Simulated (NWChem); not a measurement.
System: SnN2H4Cl2; SMILES [Cl][Sn]([Cl])([NH2])[NH2]

Input file for NWChem:

```
start job
memory heap 200 mb stack 900 mb global 1100 mb
geometry units angstroms noautosym nocenter noautoz
  N      0.160101    -1.661885    -1.496563
  Sn     0.000000     0.000000    -0.313296
  N     -0.160101     1.661885    -1.496563
  Cl     1.921463    -0.068544     1.081718
  Cl    -1.921463     0.068544     1.081718
  H     -0.764547    -1.902858    -1.883477
  H      0.455516    -2.461299    -0.917117
  H      0.764547     1.902858    -1.883477
  H     -0.455516     2.461299    -0.917117
end
basis spherical
  * library def2-svp
end
ecp
  Sn library def2-ecp
end
dft
  xc b3lyp
  iterations 150
end
property
  response 1 0.0773
end
task dft property
```

NWChem printed, in part:

```
             Northwest Computational Chemistry Package (NWChem) 7.3.0
             --------------------------------------------------------

                             Geometry "geometry" -> ""
                             -------------------------

 Output coordinates in angstroms (scale by  1.889725989 to convert to a.u.)

  No.       Tag          Charge          X              Y              Z
 ---- ---------------- ---------- -------------- -------------- --------------
    1 N                    7.0000     0.16010100    -1.66188500    -1.49656300
    2 Sn                  50.0000     0.00000000     0.00000000    -0.31329600
    3 N                    7.0000    -0.16010100     1.66188500    -1.49656300
    4 Cl                  17.0000     1.92146300    -0.06854400     1.08171800
    5 Cl                  17.0000    -1.92146300     0.06854400     1.08171800
    6 H                    1.0000    -0.76454700    -1.90285800    -1.88347700
    7 H                    1.0000     0.45551600    -2.46129900    -0.91711700
    8 H                    1.0000     0.76454700     1.90285800    -1.88347700
    9 H                    1.0000    -0.45551600     2.46129900    -0.91711700

 Effective nuclear repulsion energy (a.u.)     755.8070892876

                                 NWChem DFT Module
                                 -----------------

 Summary of "ao basis" -> "ao basis" (spherical)
 ------------------------------------------------------------------------------
       Tag                 Description            Shells   Functions and Types
 ---------------- ------------------------------  ------  ---------------------
 N                          def2-svp                 6       14   3s2p1d
 Sn                         def2-svp                10       26   4s4p2d
 Cl                         def2-svp                 8       18   4s3p1d
 H                          def2-svp                 3        5   2s1p

            General Information
            -------------------
          SCF calculation type: DFT
          Wavefunction type:  closed shell.
          No. of atoms     :     9
          No. of electrons :    74
           Alpha electrons :    37
            Beta electrons :    37
          Charge           :     0
          Spin multiplicity:     1
          Use of symmetry is: off; symmetry adaption is: off
          Maximum number of iterations: 150
          AO basis - number of functions:   110
                     number of shells:    50
          Convergence on energy requested:  1.00D-06
          Convergence on density requested:  1.00D-05
          Convergence on gradient requested:  5.00D-04

              XC Information
              --------------
                         B3LYP Method XC Potential
                     Hartree-Fock (Exact) Exchange  0.200
                        Slater Exchange Functional  0.800 local
                    Becke 1988 Exchange Functional  0.720 non-local
              Lee-Yang-Parr Correlation Functional  0.810
                  VWN I RPA Correlation Functional  0.190 local

             Grid Information
             ----------------
          Grid used for XC integration:  medium
          Radial quadrature: Mura-Knowles
          Angular quadrature: Lebedev.
          Tag              B.-S. Rad. Rad. Pts. Rad. Cut. Ang. Pts.
          ---              ---------- --------- --------- ---------
          N                   0.65       49          11.0       434
          Sn                  1.45      123           9.0       590
          Cl                  1.00       88          11.0       590
          H                   0.35       45          12.0       434
          Grid pruning is: on
          Number of quadrature shells:   577
          Spatial weights used:  Erf1

      Superposition of Atomic Density Guess
      -------------------------------------

 Sum of atomic energies:       -1278.22826062

      Non-variational initial energy
      ------------------------------

 Total energy =   -1243.564838
 1-e energy   =   -2631.825684
 2-e energy   =     968.880765
 HOMO         =      -0.357608
 LUMO         =      -0.057824

   convergence    iter        energy       DeltaE   RMS-Dens  Diis-err
 ---------------- ----- ----------------- --------- --------- ---------
 d= 0,ls=0.0,diis     1  -1246.3282280634 -1.67D+03  1.65D-02  7.70D-01
 d= 0,ls=0.0,diis     2  -1246.2777109402  5.05D-02  9.43D-03  1.14D+00
 d= 0,ls=0.0,diis     3  -1246.4220439320 -1.44D-01  2.19D-03  6.16D-02
 d= 0,ls=0.0,diis     4  -1246.4269689017 -4.92D-03  1.08D-03  1.76D-02
 d= 0,ls=0.0,diis     5  -1246.4293607200 -2.39D-03  1.19D-04  2.10D-04
  Resetting Diis
 d= 0,ls=0.0,diis     6  -1246.4293864856 -2.58D-05  1.84D-05  3.32D-06
 d= 0,ls=0.0,diis     7  -1246.4293869208 -4.35D-07  6.75D-06  2.77D-07

         Total DFT energy =    -1246.429386920770
      One electron energy =    -2634.840537536268
           Coulomb energy =     1059.074279538962
    Exchange-Corr. energy =      -90.043209834834
 Nuclear repulsion energy =      419.380080911371

 Numeric. integr. density =       73.999988806910

                       DFT Final Molecular Orbital Analysis
                       ------------------------------------

[...]

 DFT Linear Response polarizability / au
 Frequency  =       0.0773000 / au
 Wavelength =     589.4353558 / nm
              X              Y              Z
 -----------------------------------------------
 X      73.5568115     -3.8268246     -0.0000012
 Y      -3.8268242     64.9287527      0.0000023
 Z      -0.0000012      0.0000023     70.2179735
 -----------------------------------------------
 Eigenvalues =      75.0095348     63.4760294     70.2179735
 Isotropic   =      69.5678459
 Anisotropic =      10.0358013
 -----------------------------------------------

 Magnetic Dipole Response Matrix (nonzero elements):
```

Level: B3LYP/def2-SVP with def2 effective core potentials on Sn. Structure relaxed at the PBE-D3(BJ)/def2-SVP level. No frequency run checked for a minimum. def2 effective core potentials on Sn; no spin-orbit coupling.
